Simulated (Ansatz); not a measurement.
Isolated molecules relaxed with PBE0-D4/def2-TZVP in Ansatz; ΔE leaves out vibrations. CCSD(T)/CBS adds triple-zeta CCSD(T) − MP2 to the extrapolated MP2 energy (def2 sets, frozen cores). Functionals use def2-TZVPP. B3LYP here is the variant with VWN-RPA as its local correlation; programs differ in this. HSE06 is defined as in plane-wave codes. One conformer a species, not always the lowest.

Reaction (cleavage of the Al–Si bond): `[AlH2][SiH2][SiH3]` + `N[SiH2]O[SiH3]` → `[AlH2][NH][SiH2]O[SiH3]` + `[SiH3][SiH3]`

`[AlH2][SiH2][SiH3]`:

```xyz
10

Al   -0.640    2.094   -0.368
Si   -0.949   -0.292    0.076
Si    1.140   -1.344    0.218
H    -0.468    3.117    0.835
H    -0.546    2.625   -1.862
H    -1.720   -0.971   -1.006
H    -1.661   -0.538    1.365
H     1.014   -2.803    0.480
H     1.890   -1.155   -1.055
H     1.940   -0.734    1.316
```

`N[SiH2]O[SiH3]`:

Cartesian coordinates in Å:
```
N 1.309 -0.179 -1.952
Si 0.386 0.654 -0.790
O -0.217 -0.299 0.400
Si -1.077 -0.431 1.779
H 2.244 -0.492 -1.750
H 0.871 -0.752 -2.654
H 1.270 1.662 -0.156
H -0.762 1.276 -1.494
H -2.476 0.026 1.567
H -1.085 -1.856 2.195
H -0.464 0.391 2.856
```

`[AlH2][NH][SiH2]O[SiH3]`:

Cartesian coordinates in Å:
```
Al 2.148 -0.305 1.940
N 0.457 -0.044 1.426
Si -0.454 -0.913 0.262
O -0.518 -0.171 -1.195
Si -1.246 0.949 -2.131
H 2.736 0.664 3.045
H 2.949 -1.488 1.266
H -0.034 0.726 1.864
H 0.217 -2.217 0.054
H -1.853 -1.083 0.737
H -2.647 1.171 -1.682
H -1.248 0.475 -3.537
H -0.507 2.236 -2.049
```

`[SiH3][SiH3]`:

```xyz
8

Si   -0.077    0.374   -1.105
Si    0.077   -0.374    1.105
H     0.934   -0.311   -1.954
H    -1.431    0.088   -1.653
H     0.162    1.841   -1.170
H     1.432   -0.091    1.651
H    -0.166   -1.840    1.171
H    -0.932    0.314    1.954
```

| level | ΔE (kJ/mol) |
| --- | --- |
| B97M-V | -92.7 |
| r2SCANh-D4 | -92.2 |
| ωB97X-V | -94.5 |
| PBE-QIDH | -90.8 |
| B3LYP | -94.6 |
| r2SCAN0 | -91.6 |
| HSE06 | -79.5 |
| HF/def2-SVP | -104.7 |

(1) What does CCSD(T)/CBS give? (Best estimate.)

Largest T1 diagnostic among the species: 0.013.

Results:

(1) Ansatz gave: -96.3 kJ/mol. The listed levels differ from it by 3.6, 4.1, 1.8, 5.5, 1.7, 4.7, 16.8, -8.4 kJ/mol.

Leaving LDA and LC-ωPBE aside and taking each functional with its dispersion term where it has one, the values, not all of them listed here, spread over 23.8 kJ/mol, from CAM-B3LYP-D4 to PBE-D4. LDA lies −4.7 kJ/mol from PBE without D4. From BLYP to BHLYP (50 % exact exchange), in def2-TZVPP and without D4, ΔE moves by −7.3 kJ/mol.
